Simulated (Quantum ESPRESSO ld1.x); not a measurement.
Results of a calculation; reference values are marked as such.
Task: Orbital eigenvalues (eV) of neutral indium, [Kr] 4d10 5s2 5p1, of relativity; Dirac values are averaged over j with weights 2j + 1. Spin-unpolarised spherical Kohn-Sham, LDA (Slater exchange, Perdew-Zunger correlation), point nucleus, ld1.x of Quantum ESPRESSO 7.5. A level marked "c x" has the speed of light scaled by that factor and shares open shells by 2j + 1; other Dirac levels either fill j = l - 1/2 first or share by 2j + 1.

| shell | non-rel. |
|---|---|
| 1s | -26766 |
| 2s | -3920.6 |
| 2p | -3663.5 |
| 3s | -740.71 |
| 3p | -635.27 |
| 3d | -439.19 |
| 4s | -110.54 |
| 4p | -76.066 |
| 4d | -19.865 |
| 5s | -7.9095 |
| 5p | -2.7758 |

Give the values at the level "Dirac, c x 0.85".

Result: 
shell  Dirac, c x 0.85  change of magnitude (%)
1s              -28100                    +4.98
2s             -4244.9                    +8.27
2p             -3757.7                    +2.57
3s             -806.25                    +8.85
3p             -654.83                    +3.08
3d             -429.86                    -2.12
4s             -123.20                   +11.45
4p             -79.060                    +3.94
4d             -18.246                    -8.15
5s             -8.7420                   +10.52
5p             -2.6892                    -3.12
